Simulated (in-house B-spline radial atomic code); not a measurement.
Configurations of Eu IV (Eu3+), with energies counted from [Xe] 4f6. Computed with an all-electron radial atomic-structure program (B-spline basis): Dirac-Hartree-Fock, average of configuration, Fermi nucleus of rms radius 5.1115 fm. Energies include first-order Breit, QED and recoil terms.

Occupations are held fixed; configurations that lie above the ionisation limit could autoionise.

```csv
configuration,E - E(ref) (eV),highest orbital,its <r> (bohr)
[Xe] 4f5 6p1,17.371,6p3/2,3.726
[Kr] 4d10 4f6 5s2 5p5 5d1,26.637,5d5/2,2.19
[Xe] 4f5 9p1,33.515,9p3/2,14.48
[Xe] 4f5 8g1,35.707,8g7/2,21.41
[Kr] 4d10 4f6 5s2 5p5 9s1,50.194,9s1/2,13.2
[Kr] 4d10 4f6 5s2 5p5 6g1,50.345,6g7/2,10.94
[Kr] 4d9 4f7 5s2 5p6,140.36,4f7/2,0.846
[Kr] 4d9 4f6 5s2 5p6 7s1,165.74,7s1/2,5.735
[Kr] 4d9 4f6 5s2 5p6 5g1,171.49,5g7/2,6.842
```

Task: Order these further configurations by energy, lowest first.
A. [Kr] 4d9 4f6 5s2 5p6 9s1
B. [Xe] 4f5 9g1
C. [Kr] 4d10 4f6 5s2 5p5 8d1
D. [Kr] 4d9 4f6 5s2 5p6 8s1
E. [Kr] 4d10 4f6 5s2 5p5 8s1

Result: B (36.424 eV), E (47.384 eV), C (50.15 eV), D (171.12 eV), A (173.96 eV).

Task: How far above the reference does [Xe] 4f5 8s1 lie?

Result: 30.037 eV; its least bound orbital is 8s1/2 with <r> = 9.063 bohr.

Task: How far above the reference does [Kr] 4d10 4f6 5s2 5p5 6s1 lie?

Result: 29.75 eV; its least bound orbital is 6s1/2 with <r> = 3.178 bohr.

Task: How far above the reference does [Xe] 4f5 9s1 lie?

Result: 32.872 eV; its least bound orbital is 9s1/2 with <r> = 13.13 bohr.
